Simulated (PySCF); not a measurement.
Method: PBE-D3(BJ)/def2-TZVP // B3LYP-D3(BJ)/def2-TZVP (PySCF 2.14.0). Isolated molecules, 0 K electronic values unless said otherwise. One relaxed conformer stands for a flexible species; it need not be the lowest. 

Reference species (SMILES): `CNC#N` (neutral, multiplicity 1).

LUMO: -0.57 eV
HOMO–LUMO gap: 5.58 eV

Changed species: `N=C=CN`.

Question: What does the change do to the LUMO and HOMO–LUMO gap?

Answer: the LUMO decreases by 0.90 eV, to -1.47 eV; the HOMO–LUMO gap decreases by 2.45 eV, to 3.13 eV.
